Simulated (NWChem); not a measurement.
**CH3BO in NWChem**

SMILES: B.[C-]#[O+]
```xyz
6

B      1.2813     0.3800     0.0000
H      1.7441    -0.0986     1.0226
H      1.7441    -0.0986    -1.0226
H      1.2403     1.5995     0.0000
O     -1.2605    -0.3738     0.0000
C     -0.1752    -0.0520     0.0000
```
Charge 0, spin multiplicity 1.

The numbers come from NWChem runs, not from measurements. All single points use one geometry, from PBE0/def2-SVP, a minimum by its harmonic frequencies.

Symmetry labels belong to the abelian group Cs used in the runs, with the axes of the coordinates shown; states degenerate in a higher group split over its labels.

The structure started from a generated list of species.

Q: List the lowest 3 singlet excitations that TD-PBE/def2-SVPD gives, with oscillator strengths.

A: 
```csv
state,symmetry,energy (eV),wavelength (nm),f
1,a",5.71,217,0.000
2,a",6.00,207,0.010
3,a',6.00,207,0.010
```
